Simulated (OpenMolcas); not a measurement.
## V2+, Nb2+, Ta2+: d³ down the group

```
Program             : OpenMolcas 26.06
Method              : SS-CASPT2, IPEA 0.25 Eh, imaginary shift 0.1 Eh
Basis               : ANO-RCC-VTZP
Scalar Hamiltonian  : DKH2, point nucleus
Spin-orbit coupling : RASSI with atomic mean-field integrals over the reference wave functions, term energies averaged over their components
```

Active space for each ion: 3 electrons in 6 orbitals (d s); closed shells correlated by CASPT2: V2+ 3s 3p; Nb2+ 4s 4p; Ta2+ 5s 5p.

Computed levels in cm-1 above ⁴F_3/2:

```
                               Level    V2+   Nb2+   Ta2+
                              ⁴F_5/2    162    536   2800
                              ⁴F_7/2    385   1222   5340
                              ⁴F_9/2    663   2010   7400
                              ⁴P_1/2  11800   8920  13870
                              ⁴P_5/2  12060   9870  15250
                              ²G_7/2  12160   9700  12410
                              ²P_1/2  15590  11050   8300
                              ²H_9/2  17320  13690  19570
                             ²H_11/2  17510  14050  19410
weight of ⁴F in the lowest level (%)    100     99     83
```

Mixed levels, with the weight of the term that names them: Ta2+ ⁴P_5/2 (70 %), Ta2+ ²H_9/2 (56 %).

Measured, with the error of the calculation in %. Measured levels: V2+ from Sugar and Corliss, J. Phys. Chem. Ref. Data 7, 1191 (1978); Nb2+ from the list in Shadmi, J. Res. Natl. Bur. Stand. 70A, 435 (1966).

```csv
Level,V2+,Nb2+
⁴F_5/2,146 (+11.6),516 (+4.0)
⁴F_7/2,342 (+12.7),1177 (+3.9)
⁴F_9/2,584 (+13.5),1939 (+3.8)
⁴P_1/2,11514 (+2.5),8664 (+2.9)
⁴P_5/2,11770 (+2.4),9594 (+2.9)
²G_7/2,11966 (+1.6),9236 (+5.0)
²P_1/2,15580 (+0.1),
²H_9/2,16811 (+3.0),12916 (+6.0)
²H_11/2,16978 (+3.1),13264 (+5.9)
```

The fine-structure level ⁴F_9/2 changes by a factor of 11.2 from V2+ to Ta2+.

Without spin-orbit coupling ⁴P lies 11580, 8390, 8670 cm-1 above ⁴F in that order; the difference to the level ⁴P_1/2, of either sign, comes from spin-orbit coupling, which also lowers the zero.

CASPT2 breaks the degeneracy within a term, and the mean is taken; among the terms shown or strongly mixed into the levels shown the widest spread is 490 cm-1 (3d³ ⁴F, V2+). Terms from blocks run as CI alone lack orbitals of their own. Configurations are named by rounded mean occupations; where the s occupation lies near a half they are strongly mixed, a name can repeat and a true partner stay unpaired (holds for Nb2+; Ta2+). Measured partners are found by configuration, term and J. A level has none where our copy of the source lacks it or the pairing is in doubt (some pairs that miss far off the trend of their configuration count as doubtful), and it then counts in no deviation. Levels of configurations outside the active space are missing.
